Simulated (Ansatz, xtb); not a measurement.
# Two isomers of C5H3N3O

Structure a: `N#Cc1ccn(C=O)n1`, a singlet. Structure b: `N#Cc1cnn(C=O)c1`, a singlet. Both are isolated molecules in the gas phase, relaxed with PBE0-D3(BJ)/def2-SVP; each stands in its lowest conformer found.

Energies in hartree; the thermal terms are from GFN2-xTB frequencies at re-optimised GFN2-xTB minima (ideal gas, soft modes damped towards free rotors, one conformer each, 298.15 K, 1 atm) and include the zero-point energy:

```
                              a           b
E, CCSD(T)/def2-SVP  −430.296570  −430.299276
    E, MP2/def2-SVP  −430.218742  −430.219834
  E, MP2/def2-TZVPP  −430.997278  −430.997927
  zero-point energy     0.076332     0.076362
       H(298 K) − E     0.084719     0.084749
       G(298 K) − E     0.043987     0.043946
```

Correct the CCSD(T) difference for the basis set by the MP2 change, then work out ΔE, ΔE₀, ΔH and ΔG for a → b in kcal/mol (1 Eh = 627.51 kcal/mol) and the equilibrium ratio [b]/[a].

1. Differences b − a: CCSD(T) −0.002706, MP2 in the small set −0.001092, MP2 in the large set −0.000649 Eh.
2. ΔE = −0.002706 + (−0.000649 − (−0.001092)) = −0.002263 Eh = −1.42 kcal/mol.
3. ΔE₀ = ΔE + ΔZPE = −0.002263 + (+0.000030) Eh = −1.40 kcal/mol.
4. ΔH = ΔE + (+0.000030) Eh = −1.40 kcal/mol.
5. ΔG = ΔE + (−0.000041) Eh = −1.45 kcal/mol, so ΔS = (ΔH − ΔG)/T = +0.6 J/(mol K).
6. kT = 0.9442 mEh, so K = [b]/[a] = exp(−ΔG/kT) = exp(+2.44) ≈ 11.

Structure b is favoured at this temperature. An error of 1 kcal/mol in ΔG would change K by a factor of 5.4. Mirror images and further conformers aren't counted.

As drawn, both hold the same kinds of bond in the same numbers.

Other levels gave ΔE = −1.5 (GFN2-xTB); −1.6 (HF/STO-3G, GFN2-xTB geometries); −1.7 (r2SCAN-D4/def2-SVP, GFN2-xTB geometries); −1.8 (PBE0-D3(BJ)/def2-SVP); −2.9 (HF/def2-SVP); −0.7 (MP2/def2-SVP); −1.7 (CCSD(T)/def2-SVP) kcal/mol. The correlated steps freeze 9 core orbitals. Programs: Ansatz 0.2.0, xtb 6.7.1.
